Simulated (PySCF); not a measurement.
Compound: C₂H₇Ga.
Numbering: `[CH3:1][GaH:2][CH3:3]` (hydrogens: H4, H5, H6 on C1; H7 on Ga2; H8, H9, H10 on C3)

Method used: PBE0-D3(BJ)/def2-SVP geometry optimisation, gas phase (PySCF).

(1) List the bond lengths and angles at this level.

## Answers

(1) 
| bond | length (Å) |
| --- | --- |
| C1–Ga2, Ga2–C3 | 1.971 |
| C1–H4 and 5 like bonds | 1.102 |
| Ga2–H7 | 1.580 |

Bonds in one row agree within 0.01 Å and their mean is given. A selection of angles:
| angle | degrees |
| --- | --- |
| Ga2–C1–H4 | 112.3 |
| Ga2–C1–H6 | 108.7 |
| H4–C1–H5 | 109.2 |
| H4–C1–H6 | 107.0 |
| C1–Ga2–C3 | 120.5 |
| C1–Ga2–H7 | 119.6 |
| Ga2–C3–H8 | 112.7 |

Ga2 (gallium bonded to 2 C and H) is planar (angles 120.5°, 119.9° and 119.6°, sum 360.0°, 0.00 Å off the plane of its three neighbours).

Point group: near C2, missed by 0.11 Å at most; the miss may be what the optimiser left on a soft mode. No PBE0-D3(BJ)/def2-SVP frequencies stand behind this structure, so it isn't proved a minimum.

Hardware: one thread of an Arm Neoverse V1, no GPU, on a shared host. Cost: 18 s wall. That covers the optimisation of the geometry.
